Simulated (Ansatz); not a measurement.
Start from `C=C[SiH2]S` and change one atom or group to get `C=C[SiH2]Cl`.

Ansatz, PBE0-D4/def2-TZVP geometries, multiplicity 1. Each molecule was computed in one conformer, which needn't be the lowest.

| property | `C=C[SiH2]S` |
| --- | --- |
| zero-point energy (PBE0-D4/def2-TZVP) / kJ/mol | 181.8 |
| HOMO energy (PBE0/def2-TZVPP) / eV | -7.37 |
| size of the dipole moment (PBE/def2-TZVPP) / D | 1.68 |
| size of the dipole moment (B3LYP/def2-TZVPP) / D | 1.73 |
| ideal-gas entropy at 298 K and 1 bar (rigid rotor, harmonic PBE0-D4/def2-TZVP) / J/(mol·K) | 330 |
| LUMO energy (B3LYP/def2-TZVPP) / eV | -0.99 |

Problem. Give the same properties after the change, and the shifts. (Best estimate.)

Solution. The calculation gave: 
```json
{"property": "zero-point energy (PBE0-D4/def2-TZVP) / kJ/mol", "`C=C[SiH2]Cl`": "160.9", "shift": "-20.9"}
{"property": "HOMO energy (PBE0/def2-TZVPP) / eV", "`C=C[SiH2]Cl`": "-8.38", "shift": "-1.01"}
{"property": "size of the dipole moment (PBE/def2-TZVPP) / D", "`C=C[SiH2]Cl`": "1.86", "shift": "0.18"}
{"property": "size of the dipole moment (B3LYP/def2-TZVPP) / D", "`C=C[SiH2]Cl`": "1.92", "shift": "0.19"}
{"property": "ideal-gas entropy at 298 K and 1 bar (rigid rotor, harmonic PBE0-D4/def2-TZVP) / J/(mol·K)", "`C=C[SiH2]Cl`": "320", "shift": "-10"}
{"property": "LUMO energy (B3LYP/def2-TZVPP) / eV", "`C=C[SiH2]Cl`": "-1.13", "shift": "-0.14"}
```

With PBE0 the HOMO falls by 1.01 eV and the LUMO falls by 0.14 eV, so the gap widens by about 0.87 eV. PBE moves the HOMO by -1.05 eV and ωB97M-V by -1.05 eV. The zero-point energy changes by -20.9 kJ/mol with -3 modes. Dipoles are sizes alone; their direction can turn.

B3LYP here is the variant with VWN-RPA as its local correlation; programs differ in this.
